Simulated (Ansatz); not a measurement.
Energy profile

The step: BHF₂ ([F][BH][F]) + NH₃ + HF → BNH₂F₂ ([NH2][B]([F])[F]) + HF + H₂; bonds formed: H2–H7, H5–F8; dative contacts that become bonds: B1–N6; bonds broken: B1–H2, H5–N6, H7–F8 (atoms numbered as in the saddle structure below).

| atom | x (Å) | y (Å) | z (Å) |
| --- | --- | --- | --- |
| B1 | -0.5613 | -0.1396 | -0.6953 |
| H2 | 0.5786 | 0.6794 | -1.2148 |
| F3 | -0.4299 | -1.2219 | -1.4798 |
| F4 | -1.5728 | 0.7078 | -0.9459 |
| H5 | 0.7563 | 0.1769 | 0.9726 |
| N6 | -0.3092 | -0.4022 | 0.7932 |
| H7 | 1.0740 | 0.7769 | -0.5103 |
| F8 | 1.7191 | 0.8201 | 0.7061 |
| H9 | -0.2190 | -1.3914 | 0.9955 |
| H10 | -1.0359 | -0.0060 | 1.3784 |

Electronic energies by CCSD(T) at an estimated basis limit (MP2 extrapolated from triple and quadruple zeta, plus CCSD(T) − MP2 in triple zeta), on PBE0-D4/def2-TZVP structures; BNH5F3, closed shell; no counterpoise correction. Program: Ansatz 0.2.0. Basis: def2-TZVPP and def2-QZVPP. Cores are frozen in the correlated methods. Extrapolation: Hartree–Fock as exp(−7.88 √X), correlation as X^−2.97.

Give the profile in eV, counted from the separated reactants. (Judge from chemistry; the value comes from the calculation.)

The calculation gives:
```csv
point,eV
"separated: BHF2 (linked as [F][BH][F]; B1, H2, F3, F4; singlet) + NH3 (H5, N6, H9, H10; singlet) + HF (H7, F8; singlet)",0.000
start structure,-1.078
saddle,0.161
end structure,-1.157
"separated: BNH2F2 (linked as [NH2][B]([F])[F]; B1, F3, F4, N6, H9, H10; singlet) + H2 (H2, H7; singlet) + HF (H5, F8; singlet)",-0.916
```

No T1 diagnostic of these runs exceeds 0.014.

For scale, one of the runs: CCSD(T)/def2-TZVPP, 225 basis functions, launched by `ansatz run in.yaml --threads 4 --pin off --events-out ev --progress --plain --max-ram 9574MiB`. Hardware: 4 CPU threads of an Intel Xeon, shared host. Wall time 2.8 min; peak host memory 4.2 GiB.
